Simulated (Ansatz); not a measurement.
Geometry optimisation, RKS B3LYP-D4/def2-SVP (Ansatz 0.2.0).

input.yaml

```yaml
crystal:
  periodic: [false, false, false]
  atoms:
    - { symbol: "N", position_ang: [-0.5192, 1.3622, 0.6242] }
    - { symbol: Si, position_ang: [0.3111, 0.0939, -0.2286] }
    - { symbol: "N", position_ang: [0.5516, -1.2616, 0.8897] }
    - { symbol: O, position_ang: [1.9012, 0.7016, -0.7843] }
    - { symbol: Se, position_ang: [-0.913, -0.6362, -2.0243] }
    - { symbol: H, position_ang: [-0.7529, 2.1655, -0.0997] }
    - { symbol: H, position_ang: [-1.4693, 1.019, 0.8928] }
    - { symbol: H, position_ang: [-0.3175, -1.5457, 1.2384] }
    - { symbol: H, position_ang: [1.0985, -0.8567, 1.7695] }
    - { symbol: H, position_ang: [2.2517, -0.0805, -1.2101] }
    - { symbol: H, position_ang: [-2.077, -1.0186, -1.0468] }
basis:
  gaussian: { orbitals: def2-SVP }
hamiltonian:
  xc: b3lyp
  dispersion: d4
relax:
  f_tol: 0.015
  max_steps: 40
```

Command:

```bash
$ ansatz run input.yaml --threads 2 --pin off --max-ram 3072MiB --backend cpu --events-out ev --progress --plain --runs-dir out
```

Problem. Where does it end, and by what steps?

Solution. The run converged. After 16 steps the energy has fallen by 1.051 eV; H8 moved furthest, 0.90 Å.

| step | energy less start (eV) | largest force component (eV/Å) | accepted |
| --- | --- | --- | --- |
| 0 | 0.0000 | 3.202 | yes |
| 1 | -0.6052 | 1.889 | yes |
| 2 | -0.7692 | 1.437 | yes |
| 3 | -0.8432 | 1.029 | yes |
| 4 | -0.9316 | 0.335 | yes |
| 5 | -0.9591 | 0.383 | yes |
| 6 | -1.0063 | 0.530 | yes |
| 7 | -1.0187 | 0.144 | yes |
| 8 | -1.0424 | 0.232 | yes |
| 9 | -1.0420 | 0.454 | no |
| 10 | -1.0432 | 0.623 | yes |
| 11 | -1.0476 | 0.164 | yes |
| 12 | -1.0500 | 0.064 | yes |
| 13 | -1.0495 | 0.190 | no |
| 14 | -1.0506 | 0.019 | yes |
| 15 | -1.0508 | 0.029 | yes |
| 16 | -1.0509 | 0.014 | yes |

```xyz
11
Properties=species:S:1:pos:R:3
N -0.429 1.547 0.566
Si 0.192 0.130 -0.168
N 0.173 -1.087 1.043
O 1.633 0.656 -0.823
Se -0.900 -0.829 -1.983
H -0.276 2.445 0.117
H -1.318 1.518 1.053
H 0.274 -2.068 0.808
H 0.519 -0.874 1.974
H 2.069 0.047 -1.431
H -1.872 -1.543 -1.135
```

Whether the end is a true minimum wasn't checked by a vibrational analysis.

Time of the run: 79 s on 2 threads of Arm Neoverse V1, with other jobs on the host, peak memory 0.32 GiB.
